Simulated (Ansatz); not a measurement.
Ansatz (a first-principles code) input (CCSD(T)/6-31G*):

Ansatz 0.2 input:
```yaml
crystal:
  periodic: [false, false, false]
  atoms:
    - {symbol: C, position_ang: [-2.30157425, -0.82287427, 0.23467355]}
    - {symbol: O, position_ang: [-1.02918747, -0.58518676, 0.82331275]}
    - {symbol: Si, position_ang: [0.11507360, 0.37934292, 0.17940790]}
    - {symbol: O, position_ang: [-0.61104567, 1.79248815, -0.20773267]}
    - {symbol: O, position_ang: [1.30682737, 0.50117324, 1.29250572]}
    - {symbol: O, position_ang: [0.79493188, -0.18704251, -1.18853384]}
    - {symbol: C, position_ang: [1.65135749, -1.32058116, -1.24840762]}
    - {symbol: H, position_ang: [-2.19909959, -1.34192255, -0.72219303]}
    - {symbol: H, position_ang: [-2.87407520, -1.45130384, 0.91624675]}
    - {symbol: H, position_ang: [-2.83902037, 0.11390354, 0.07288974]}
    - {symbol: H, position_ang: [-0.16424338, 2.36010999, -0.84008689]}
    - {symbol: H, position_ang: [1.04636126, 0.54781318, 2.21537127]}
    - {symbol: H, position_ang: [1.11519250, -2.23120369, -0.96769505]}
    - {symbol: H, position_ang: [2.00263335, -1.42142553, -2.27488645]}
    - {symbol: H, position_ang: [2.51031270, -1.19749642, -0.58536833]}
basis:
  gaussian:
    orbitals: 6-31G*
magnetization: {spin_polarized: false}
correlation: {method: ccsd_t, electrons: outside_noble_gas}
```

End of the output:

```
integrals: 0.24 GiB planned
1213 factors; integrals over basis functions are off by at most 5.1e-4 eV
0.84 GiB of device memory are held for the factors and their scratch space
mean field: 0.80 GiB planned
mean field evaluation 1: about -18197.4615 eV, gradient 5.3e1 eV
mean field evaluation 2: about -18197.4844 eV, gradient 5.3e1 eV
mean field evaluation 4: about -18202.6630 eV, gradient 3.7e0 eV
mean field evaluation 8: about -18202.6986 eV, gradient 1.7e-1 eV
mean field evaluation 16: about -18202.6677 eV, gradient 4.3e-1 eV
mean field -18202.69863314 eV, -668.9368365356 hartree, gradient 4.1e-6 eV, S^2 0.000000; 0 other end points of the search recorded, 0 dependent functions left out
11 core orbitals not correlated
reference -18202.69863314 eV, -668.9368365356 hartree; 22, 22 occupied and 92, 92 virtual orbitals, 1213 factors
second order -28.59814752 eV of doubles, -0.00000000 eV of singles
coupled cluster: 2.93 GiB planned
cycle   1  -29.00147426 eV  change   -4.0e-1 eV  update   1.2e-1
cycle   2  -29.68300075 eV  change   -6.8e-1 eV  update   3.1e-2
cycle   3  -29.85483277 eV  change   -1.7e-1 eV  update   1.6e-2
cycle   4  -29.85026900 eV  change    4.6e-3 eV  update   2.9e-3
cycle   5  -29.85017084 eV  change    9.8e-5 eV  update   1.2e-3
cycle   6  -29.85070116 eV  change   -5.3e-4 eV  update   3.3e-4
cycle   7  -29.85046743 eV  change    2.3e-4 eV  update   1.1e-4
cycle   8  -29.85036929 eV  change    9.8e-5 eV  update   3.3e-5
cycle   9  -29.85037345 eV  change   -4.2e-6 eV  update   1.2e-5
perturbative correction -0.65081655 eV, -0.0239170672 hartree
Total energy: -18233.19982314 eV, -670.0577345938 hartree
```
